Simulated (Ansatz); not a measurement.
Isolated molecules relaxed with PBE0-D4/def2-TZVP in Ansatz; ΔE leaves out vibrations. CCSD(T)/CBS adds triple-zeta CCSD(T) − MP2 to the extrapolated MP2 energy (def2 sets, frozen cores). One conformer a species, not always the lowest.

Reaction (redistribution): `NC[SiH2]P` + `C#C[SiH2][AlH][Cl]` → `C#C[SiH2]CN` + `P[SiH2][AlH][Cl]`

`NC[SiH2]P`:

Cartesian coordinates in Å:
```
N -0.083 1.401 1.281
C 0.162 -0.033 1.224
Si -0.587 -0.771 -0.339
P 0.299 0.311 -2.115
H 0.335 1.815 2.104
H 0.307 1.872 0.474
H 1.222 -0.330 1.287
H -0.340 -0.515 2.071
H -2.055 -0.542 -0.376
H -0.319 -2.236 -0.373
H 1.462 -0.503 -2.165
H -0.403 -0.467 -3.072
```

`C#C[SiH2][AlH][Cl]`:

Cartesian coordinates in Å:
```
C 0.185 -2.246 1.390
C -0.183 -1.443 0.567
Si -0.669 -0.162 -0.639
Al 0.671 1.854 -0.254
Cl 0.289 3.481 -1.532
H 0.501 -2.963 2.112
H -2.121 0.120 -0.479
H -0.455 -0.694 -2.013
H 1.784 2.053 0.849
```

`C#C[SiH2]CN`:

```xyz
12

C     0.257   -2.717   -0.216
C     0.654   -1.578   -0.169
Si    1.193    0.170   -0.092
C    -0.334    1.258   -0.218
N    -1.290    0.894    0.818
H    -0.083   -3.726   -0.258
H     1.909    0.384    1.189
H     2.113    0.431   -1.230
H    -0.002    2.290   -0.057
H    -0.720    1.211   -1.249
H    -1.569   -0.074    0.724
H    -2.128    1.458    0.759
```

`P[SiH2][AlH][Cl]`:

Z-matrix (Å, degrees):
```
Si
Al 1 2.431
P 1 2.274 2 108.5
H 1 1.489 2 113.0 3 117.6
H 1 1.490 2 114.1 3 -118.4
Cl 2 2.106 1 115.3 3 -74.5
H 2 1.581 1 127.7 3 98.8
H 3 1.422 1 94.8 2 -48.9
H 3 1.422 1 94.5 2 44.8
```

| species | HF/def2-QZVPP energy (Eh) |
| --- | --- |
| `NC[SiH2]P` | -726.72256 |
| `C#C[SiH2][AlH][Cl]` | -1068.52179 |
| `C#C[SiH2]CN` | -461.09691 |
| `P[SiH2][AlH][Cl]` | -1334.15061 |

**Question.** Work out ΔE.

**Answer.** ΔE = (-461.09691) + (-1334.15061) − (-726.72256) − (-1068.52179) = -0.00317 Eh = -0.09 eV. CCSD(T)/CBS gives -0.11 eV.

Largest T1 diagnostic among the species: 0.013.
